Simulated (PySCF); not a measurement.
## Stretching SmF

Set-up: PySCF, spin-free X2C with a Gaussian nucleus, basis sets Sm x2c-SVPall, F x2c-SVPall. Energies in eV from Sm (4f6 6s2) + F in their ground configurations at the same level. State: octet, about 6.0 electrons in the 4f shell (Mulliken), real f orbitals that mix terms.

All columns are revPBE. A positive dipole means Sm(−)F(+).

| R (Å) | E (eV) | μ (D) | Mulliken charge on Sm (basis-dependent) | HOMO (eV) | LUMO (eV) | Mayer bond order | ⟨S²⟩ |
| --- | --- | --- | --- | --- | --- | --- | --- |
| 1.771 | -4.959 | -1.49 | 0.20 | -1.67 | -1.99 | 1.32 | 15.75 |
| 1.853 | -5.562 | -1.95 | 0.25 | -1.81 | -2.06 | 1.26 | 15.75 |
| 1.935 | -5.901 | -2.38 | 0.30 | -1.97 | -2.13 | 1.21 | 15.75 |
| 1.997 | -6.027 | -2.70 | 0.33 | -2.09 | -2.19 | 1.18 | 15.75 |
| 2.059 | -6.069 | -3.00 | 0.36 | -2.23 | -2.25 | 1.14 | 15.75 |
| 2.121 | -6.046 | -3.29 | 0.38 | -2.36 | -2.30 | 1.11 | 15.75 |
| 2.203 | -5.940 | -3.67 | 0.41 | -2.53 | -2.44 | 1.07 | 15.76 |
| 2.306 | -5.725 | -4.13 | 0.43 | -2.74 | -2.64 | 1.04 | 15.76 |
| 2.430 | -5.397 | -4.67 | 0.45 | -2.97 | -2.86 | 1.00 | 15.76 |
| 2.594 | -4.906 | -5.37 | 0.47 | -3.25 | -3.14 | 0.97 | 15.76 |

A fit through these points gives, at Re = 2.065 Å, μ = -3.03 D and dμ/dR = -4.79 D/Å; the reduced mass is 16.89 u.

**Question.** How strong is the fundamental in the double-harmonic approximation, I = 42.26·(dμ/dR)²/μred km/mol?

**Answer.** I = 42.26·(-4.79)²/16.89 = 57.4 km/mol at revPBE.

Spin–orbit coupling is left out, which matters for elements this heavy, above all for dissociation energies. The state is the lowest single determinant that the PBE0 search found; with open d or f shells the true ground state can be another one.

At some distances an empty level lies below a filled one, because the occupation is held.
